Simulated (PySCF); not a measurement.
**Telling isomers of C$_{5}$H$_{6}$F$_{4}$O apart by NMR**

Calculated, not measured (PySCF): σ from GIAO-PBE0/pcSseg-1, coordinates at the GFN2-xTB level. Isolated molecule, non-relativistic, a single conformation, rapidly exchanging positions averaged.

Chemical shifts δ = σref − σ; TMS for 1H and 13C, all at this level. Splittings of carbon signals by F and P are missing where no couplings were computed. Where no couplings were computed, multiplicities follow the n + 1 count of equivalent neighbours, and m marks all less simple cases (inequivalent or close neighbours, rings, F or P nearby). Shifts are as computed. Against solution values, carbons near 30 ppm lie about +3 ppm off and those near 130 ppm about +5 ppm. Of 1211 compounds with measured shifts, 218 miss one by over three times the rms of a fit or turn the order of signals round; such compounds aren't used in these exercises.

(1) Tabulate the signals of `CO/C(F)=C/CC(F)(F)F`, `C=C[C@@H](OC(F)F)C(F)F` and their relative energies.

(2) What is the quickest way to tell CO/C(F)=C/CC(F)(F)F from C=C[C@@H](OC(F)F)C(F)F?

Answers

(1) 
| SMILES | carbon types | δC | δH | E rel. (kcal/mol) |
| --- | --- | --- | --- | --- |
| CO/C(F)=C/CC(F)(F)F | 2×C 1×CH 1×CH2 1×CH3 | 170.8, 135.1, 72.8, 55.0, 34.6 | 4.08 (m, 1H), 3.93 (s, 3H), 2.86 (m, 2H) | 0.0 |
| C=C[C@@H](OC(F)F)C(F)F | 4×CH 1×CH2 | 143.1, 130.3, 125.9, 120.4, 88.3 | 6.32 (m, 1H), 6.22 (m, 1H), 6.05 (m, 1H), 5.80 (m, 1H), 5.77 (m, 1H), 4.17 (m, 1H) | 8.6 |

Energies are electronic energies at PBE0/pcSseg-1 on these geometries, without zero-point or thermal terms, each for the one conformer computed, which needn't be the lowest.

(2) Both give the same number of carbon signals, but DEPT or the intensities differ. The first has an alkene carbon bearing oxygen (C) at 170.8 ppm, the second an alkene CH at 143.1 ppm. In the proton spectra the most deshielded non-exchanging signals are 4.08 (m, 1H) and 6.32 (m, 1H).
